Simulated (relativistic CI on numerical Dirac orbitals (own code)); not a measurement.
V³⁺ in a cubic cluster: 3p photoemission with charge transfer

Computed with a charge-transfer multiplet model of a cubic metal-ligand cluster with up to one ligand hole, Slater and spin-orbit integrals from Dirac-Coulomb-Breit ions, Slater integrals scaled by 0.8. The ground state mixes d2 with configurations of k ligand holes L, whose averages lie at kΔ + k(k − 1)U_dd/2; a core hole lowers each added d electron by U_cd. 20 K, Lorentzian 0.9 eV and Gaussian 0.8 eV FWHM.

Atomic integrals in eV (Slater integrals scaled, ζ unscaled), ground: F2dd 8.057, F4dd 5.049, zeta_d 0.024; with the core hole: F2dd 8.910, F4dd 5.620, zeta_d 0.028, zeta_core 0.573, F2cd 9.390, G1cd 11.608, G3cd 7.134.

Cluster parameters (eV): Δ = 3.1, U_dd = 4.6, 10Dq = 1.7, 10Dq(ligand) = 0.3, V(eg) = 1.55, V(t2g) = -0.68, final-state hopping factor = 0.8.

Weights, n_d and S are thermal averages at 20 K. Binding energies count from the first peak over 30 % of the highest in each spectrum, which can be another peak from case to case. The parameters are a model scan and need not match a compound or its usual spin state. Peaks in eV (height, largest 100): 0.0 (92), 1.5 (100), 4.9 (88), 15.8 (12), 17.2 (14), 20.1 (16), 25.2 (5).

Q: Which parameters give this spectrum?
A. U_cd = 6.4 eV
B. U_cd = 4 eV
C. U_cd = 5.8 eV
D. U_cd = 3.4 eV
E. U_cd = 5.2 eV

A: C. U_cd = 5.8 eV; the ground state then has 2.28 d electrons and S = 1.00. The choice follows from running the model for each set and comparing peak positions and heights. The space is cut while the next configuration still counts.
